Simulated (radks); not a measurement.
Valence configurations of the xenon ion Xe2+ (all share [Kr]). Calculated with a radial shooting solver on a logarithmic mesh with Libxc functionals: scalar-relativistic Kohn-Sham, SCAN, spin-polarised, spherical densities, finite nucleus; open shells are filled with parallel spins first (spin-orbit coupling, left out, can overturn this in heavy ions); meta-GGA in the generalised Kohn-Sham scheme; Fermi nuclear charge, rms radius 4.7859 fm. Energies are relative to 4d10 5s2 5p4; eigenvalues in eV for spin up.

valence          E (eV)  moment (Bohr magnetons)    e(4d)    e(5p)    e(5s)
4d10 5s2 5p4      0.000                        2  -81.949  -27.854  -40.985
4d10 5s1 5p5     12.946                        2  -83.353  -28.504  -41.864
4d10 5p6         27.444                        0  -84.493  -28.131        -
4d9.5 5s2 5p4.5  28.479                        2  -85.911  -28.584  -42.095
4d9 5s2 5p5      58.011                        2  -89.859  -29.294  -43.171
4d9 5s1.5 5p5.5  64.852                        2  -90.530  -29.606  -43.593
4d8.5 5s2 5p5.5  88.607                        2  -93.794  -29.985  -44.215
4d8.5 5s1.5 5p6  95.633                        2  -94.450  -30.294  -44.635
4d8 5s2 5p6      120.29                        2  -97.720  -30.656  -45.224

NIST lists [Kr] 4d10 5s2 5p4 as the ground configuration; this level of theory agrees among the configurations tried. The energies are those of spherical high-spin densities, not of single terms.
